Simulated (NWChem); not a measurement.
System meant: SiH₂SO, singlet; SMILES O[Si]S

NWChem input:

```
start job
memory heap 200 mb stack 900 mb global 1100 mb
geometry units angstroms noautosym nocenter noautoz
  Si    -0.691607    -0.698668     0.000000
  O      0.693108    -1.623579     0.000000
  H      1.580071    -1.229143     0.000000
  S      0.207022     1.312282     0.000000
  H     -0.955040     1.999747     0.000000
end
basis spherical
  * library def2-svp
end
dft
  xc m06-l
  iterations 150
end
property
  shielding
end
task dft property
```

End of the output:

```
 Vector   23  Occ=0.000000D+00  E= 2.517738D-02
              MO Center= -8.2D-01,  9.3D-01,  1.1D-10, r^2= 4.2D+00
   Bfn.  Coefficient  Atom+Function         Bfn.  Coefficient  Atom+Function
  ----- ------------  ---------------      ----- ------------  ---------------
    57      0.992182  5 H  s                 41     -0.884716  4 S  s
    48      0.774848  4 S  px                12      0.654259  1 Si py
    40     -0.273765  4 S  s                  4      0.263219  1 Si s
    56      0.254217  5 H  s                 45      0.239586  4 S  px
    39      0.186201  4 S  s                  9      0.183449  1 Si py

 center of mass
 --------------
 x =  -0.02457910 y =  -0.06744924 z =   0.00000000

 moments of inertia (a.u.)
 ------------------
         415.427145820878          -1.024254323105           0.000000000000
          -1.024254323105          92.341790287569           0.000000000000
           0.000000000000           0.000000000000         507.768936108447

     Multipole analysis of the density
     ---------------------------------

     L   x y z        total         alpha         beta         nuclear
     -   - - -        -----         -----         ----         -------
     0   0 0 0     -0.000000    -20.000000    -20.000000     40.000000

     1   1 0 0      0.104080      0.241250      0.241250     -0.378420
     1   0 1 0      0.240824      1.067985      1.067985     -1.895146
     1   0 0 1      0.000000      0.000000      0.000000      0.000000

     2   2 0 0    -22.188557    -37.223986    -37.223986     52.259414
     2   1 1 0     -2.833981      1.695022      1.695022     -6.224026
     2   1 0 1     -0.000000     -0.000000     -0.000000      0.000000
     2   0 2 0    -25.891059   -121.836410   -121.836410    217.781761
     2   0 1 1     -0.000000     -0.000000     -0.000000      0.000000
     2   0 0 2    -23.728629    -11.864315    -11.864315      0.000000

          -----------------------------------------
          Chemical Shielding Tensors (GIAO, in ppm)
          -----------------------------------------

 ------------------------------------------------------------------------
  xm06: d2 not coded                    0
 ------------------------------------------------------------------------
 ------------------------------------------------------------------------
  current input line :
    20: task dft property
 ------------------------------------------------------------------------
 ------------------------------------------------------------------------
 This error has not yet been assigned to a category
 ------------------------------------------------------------------------
 For more information see the NWChem manual at https://nwchemgit.github.io

0: xm06: d2 not coded:Received an Error in Communication
```

Q: Find the fault in this run and fix the input.

A: The run crashed. Cause: this functional's second derivatives, which shieldings need, aren't coded here; the fix takes a hybrid GGA instead. This input runs:
```
start job
memory heap 200 mb stack 900 mb global 1100 mb
geometry units angstroms noautosym nocenter noautoz
  Si    -0.691607    -0.698668     0.000000
  O      0.693108    -1.623579     0.000000
  H      1.580071    -1.229143     0.000000
  S      0.207022     1.312282     0.000000
  H     -0.955040     1.999747     0.000000
end
basis spherical
  Si library def2-svp
  O library def2-svp
  H library def2-svp
  S library def2-svp
end
dft
  xc pbe0
  iterations 150
end
property
  shielding
end
task dft property
```
It converges to -763.53261 Ha (PBE0/def2-SVP, GIAO).
